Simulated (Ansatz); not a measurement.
Ansatz (an electronic-structure program) input (CCSD(T)/aug-cc-pV(D+d)Z):
A basis named .json is the Basis Set Exchange file of that set.

Ansatz 0.2 input:
```yaml
crystal:
  periodic: [false, false, false]
  atoms:
    - {symbol: Si, position_ang: [-0.47559465, -0.23959751, -0.40653097]}
    - {symbol: O, position_ang: [0.72703529, 0.26806601, 0.61322182]}
    - {symbol: H, position_ang: [0.84204278, 1.20983695, 0.78565901]}
basis:
  gaussian:
    orbitals: aug-cc-pV_D+d_Z.json
magnetization: {spin_polarized: true, initial_magnetization: 1}
correlation: {method: ccsd_t, electrons: outside_noble_gas}
output: {forces: true}
```

End of the output:

```
integrals: 0.06 GiB planned
650 factors; integrals over basis functions are off by at most 8.1e-4 eV
mean field: 0.13 GiB planned
mean field evaluation 1: about -9912.5322 eV, gradient 2.5e1 eV
mean field evaluation 2: about -9912.5326 eV, gradient 2.5e1 eV
mean field evaluation 4: about -9915.1006 eV, gradient 1.9e0 eV
mean field evaluation 8: about -9915.1596 eV, gradient 4.7e-3 eV
mean field evaluation 16: about -9915.1560 eV, gradient 2.9e-1 eV
mean field evaluation 32: about -9914.8347 eV, gradient 1.3e-3 eV
mean field evaluation 64: about -9914.8347 eV, gradient 2.0e-2 eV
mean field evaluation 96: about -9910.0789 eV, gradient 2.0e-2 eV
mean field evaluation 128: about -9910.5000 eV, gradient 2.3e0 eV
mean field evaluation 160: about -9909.6029 eV, gradient 1.6e0 eV
mean field evaluation 192: about -9911.9257 eV, gradient 4.0e-3 eV
mean field evaluation 224: about -9911.9257 eV, gradient 2.2e-2 eV
mean field evaluation 256: about -9910.5169 eV, gradient 2.1e-1 eV
mean field evaluation 288: about -9908.3848 eV, gradient 2.6e-2 eV
mean field -9915.15964929 eV, -364.3753963749 hartree, gradient 4.4e-6 eV, S^2 0.775299; 11 other end points of the search recorded, 0 dependent functions left out
determinant -9915.15964929 eV, -364.3753963749 hartree, with singles and doubles -9923.01929516 eV, -364.6642330331 hartree
determinant -9914.83472823 eV, -364.3634557461 hartree, with singles and doubles -9922.66715069 eV, -364.6512919624 hartree
determinant -9911.92570387 eV, -364.2565510725 hartree, with singles and doubles -9920.17295751 eV, -364.5596320539 hartree
determinant -9915.15964929 eV, -364.3753963749 hartree, with singles and doubles -9923.01820883 eV, -364.6641931114 hartree
determinant -9914.83472823 eV, -364.3634557461 hartree, with singles and doubles -9922.66399861 eV, -364.6511761257 hartree
6 core orbitals not correlated
reference -9915.15964929 eV, -364.3753963749 hartree; 6, 5 occupied and 52, 53 virtual orbitals, 650 factors
densities: 0.29 GiB planned
second order -7.33919043 eV of doubles, -0.00000000 eV of singles
coupled cluster: 0.22 GiB planned
cycle   1  -7.85855983 eV  change   -2.9e-7 eV  update   4.0e-6
cycle   2  -7.85855946 eV  change    3.7e-7 eV  update   2.9e-6
cycle   3  -7.85855908 eV  change    3.8e-7 eV  update   1.9e-6
cycle   4  -7.85855906 eV  change    2.2e-8 eV  update   6.1e-7
cycle   5  -7.85855906 eV  change    1.6e-9 eV  update   2.7e-7
cycle   6  -7.85855906 eV  change   -2.0e-9 eV  update   1.2e-7
perturbative correction -0.24895695 eV, -0.0091489991 hartree
the calculation of the forces begins
Total energy: -9923.26716530 eV, -364.6733420929 hartree
Atom 0 at    -0.475595    -0.239598    -0.406531 Å, force    -0.753808    -0.290829    -0.636884 eV/Å
Atom 1 at     0.727035     0.268066     0.613222 Å, force     0.768678     0.126345     0.635171 eV/Å
Atom 2 at     0.842043     1.209837     0.785659 Å, force    -0.014870     0.164483     0.001714 eV/Å
Dipole moment:     0.019153     0.289527     0.039846 e Å
```

It need not be the lowest isomer of its formula.
